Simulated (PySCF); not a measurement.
C5H7F, SMILES F/C=C\C1CC1. Atoms are numbered in the order given.

```xyz
13

F      0.7241     2.2497     0.0000
C     -0.5185     1.7350     0.0000
C     -0.7441     0.4211     0.0000
C      0.3021    -0.6211     0.0000
C      0.0757    -1.9194     0.7501
C      0.0757    -1.9194    -0.7501
H     -1.2924     2.5069     0.0000
H     -1.7910     0.1018     0.0000
H      1.3236    -0.2327     0.0000
H      0.9292    -2.3567     1.2752
H     -0.8800    -2.0435     1.2678
H     -0.8800    -2.0435    -1.2678
H      0.9292    -2.3567    -1.2752
```

The structure is a stationary point at B3LYP-D3(BJ)/def2-SVP. The structure was generated by enumeration; whether it is a known compound was not checked. Other conformers were not sampled.

The numbers are results of KT2/pcSseg-1 (PySCF), not measurements.

GIAO shieldings, no solvent; atoms listed in one row are averaged. δ = σ(ref) − σ: ¹⁹F against CFCl3 (σ = 127.1 ppm); ¹³C against TMS (σ = 185.1 ppm); ¹H against TMS (σ = 31.47 ppm), references at their B3LYP-D3(BJ)/def2-TZVP geometries, non-relativistic.

Computed chemical shifts:
| nucleus | atoms | count | δ (ppm) |
|---|---|---|---|
| ¹⁹F | F1 | 1 | -158.1 |
| ¹³C | C2 | 1 | 151.5 |
| ¹³C | C3 | 1 | 116.3 |
| ¹³C | C4 | 1 | 11.8 |
| ¹³C | C5, C6 | 2 | 11.8 |
| ¹H | H7 | 1 | 7.13 |
| ¹H | H8 | 1 | 4.08 |
| ¹H | H9 | 1 | 2.06 |
| ¹H | H10, H13 | 2 | 1.13 |
| ¹H | H11, H12 | 2 | 0.53 |
